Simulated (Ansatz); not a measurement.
Gas-phase electronic energies from Ansatz, PBE0-D4/def2-TZVP geometries. CCSD(T)/CBS adds triple-zeta CCSD(T) − MP2 to the extrapolated MP2 energy (def2 sets, frozen cores). This one scheme is used for every species. Functionals use def2-TZVPP. B3LYP here is the variant with VWN-RPA as its local correlation; programs differ in this. def2 core potentials past Kr. For In outer-core shells are correlated without core-valence functions, which leaves a few kJ/mol of doubt a bond. One conformer a species, not always the lowest.

Consider the hydrogenolysis of the In–Cl bond: `CC[O][In]([CH3])[Cl]` + H₂ → `CC[O][InH][CH3]` + HCl.

`CC[O][In]([CH3])[Cl]`:

```xyz
14

C     0.706   -2.184   -0.652
C     0.366   -1.639    0.718
O    -0.572   -0.590    0.655
In   -0.079    1.262    0.192
C    -1.404    2.894   -0.093
Cl    2.254    1.458    0.054
H    -0.201   -2.497   -1.175
H     1.376   -3.045   -0.574
H     1.213   -1.424   -1.255
H     1.288   -1.327    1.226
H    -0.083   -2.432    1.330
H    -1.245    3.309   -1.088
H    -2.434    2.557    0.010
H    -1.186    3.660    0.651
```

H₂:

Z-matrix (Å, degrees):
```
H
H 1 0.746
```

`CC[O][InH][CH3]`:

Cartesian coordinates in Å:
```
C 1.774 -0.781 0.219
C 0.563 -1.315 -0.521
O 0.104 -0.429 -1.499
In -1.060 1.143 -1.083
C -1.654 1.253 0.971
H 2.570 -0.534 -0.487
H 2.158 -1.515 0.933
H 1.519 0.127 0.776
H 0.832 -2.259 -1.017
H -0.221 -1.569 0.212
H -1.336 2.052 -2.503
H -1.550 0.274 1.439
H -2.687 1.592 1.063
H -1.012 1.961 1.498
```

HCl:

Cartesian coordinates in Å:
```
Cl 0.121 0.416 -0.470
H -0.121 -0.416 0.470
```

| level | ΔE (kJ/mol) |
| --- | --- |
| PBE-D4 | 110.0 |
| r2SCAN-D4 | 116.7 |
| B3LYP-D4 | 113.1 |
| ωB97X-V | 111.0 |
| r2SCAN | 115.9 |
| B3LYP | 107.9 |
| SCS-MP2/def2-TZVPP | 114.4 |
| CCSD/CBS(def2) | 112.9 |

Problem. What does CCSD(T)/CBS give? (Best estimate.)

Solution. Ansatz gave: +116.0 kJ/mol. The listed levels differ from it by -6.0, 0.7, -2.9, -5.0, -0.1, -8.1, -1.6, -3.1 kJ/mol.

Largest T1 diagnostic among the species: 0.015.

The D4 term adds +5.2 kJ/mol with B3LYP and +2.9 kJ/mol with PBE0; it sums over pairs of atoms, weighted by their polarisabilities, and B3LYP, whose exchange is more repulsive, gets the larger term.
